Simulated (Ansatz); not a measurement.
A run for Ansatz (a first-principles code): U-CCSD(T)/def2-SVPD on F2Mg (SMILES [F][Mg][F]), a point of a bond scan (R = 3.502 Å).

Ansatz 0.2 input:
```yaml
crystal:
  periodic: [false, false, false]
  atoms:
    - {symbol: Mg, position_ang: [0.00000000, 0.00000000, 0.00000000]}
    - {symbol: F, position_ang: [0.00000000, 0.00000000, 3.50201208]}
    - {symbol: F, position_ang: [-0.00000000, -0.00000000, -1.75100604]}
basis:
  gaussian:
    orbitals: def2-SVPD
correlation: {method: ccsd_t, electrons: outside_noble_gas}
scf: {omitted_lower_state_checks: [cluster_reference]}
magnetization: {spin_polarized: true, initial_magnetization: 0}
```

The head of its log:

```
WARN ansatz: RAYON_NUM_THREADS=1 ignored (pool sized by the plan → 1); use --threads N
Functional definition: HF
these checks for a lower state are left out or cut short: cluster_reference
integrals: 0.06 GiB planned
602 factors; integrals over basis functions are off by at most 4.6e-4 eV
mean field: 0.17 GiB planned
mean field evaluation 1: about -10831.2061 eV, gradient 3.6e1 eV
mean field evaluation 2: about -10831.2335 eV, gradient 3.6e1 eV
mean field evaluation 4: about -10835.9393 eV, gradient 3.3e0 eV
mean field evaluation 8: about -10835.9987 eV, gradient 1.2e-3 eV
mean field evaluation 16: about -10824.1033 eV, gradient 4.2e1 eV
mean field evaluation 32: about -10836.8908 eV, gradient 6.2e-3 eV
mean field evaluation 64: about -10835.9773 eV, gradient 2.8e-1 eV
mean field evaluation 96: about -10836.7192 eV, gradient 1.2e-5 eV
mean field evaluation 128: about -10836.6910 eV, gradient 7.6e-1 eV
mean field evaluation 160: about -10836.7831 eV, gradient 8.8e-1 eV
mean field evaluation 192: about -10836.8415 eV, gradient 1.4e0 eV
mean field evaluation 224: about -10836.7061 eV, gradient 2.4e0 eV
mean field -10836.89080602 eV, -398.2483916127 hartree, gradient 4.5e-6 eV, S^2 0.945639; 15 other end points of the search recorded, 0 dependent functions left out
7 core orbitals not correlated
reference -10836.89080602 eV, -398.2483916127 hartree; 8, 8 occupied and 52, 52 virtual orbitals, 602 factors
```

Task: Give the final energy of this run.

Result: -398.6728 hartree (reference determinant -398.2484, T1 diagnostic 0.187). Its determinant has ⟨S²⟩ = 0.95, a mixture of spin states.
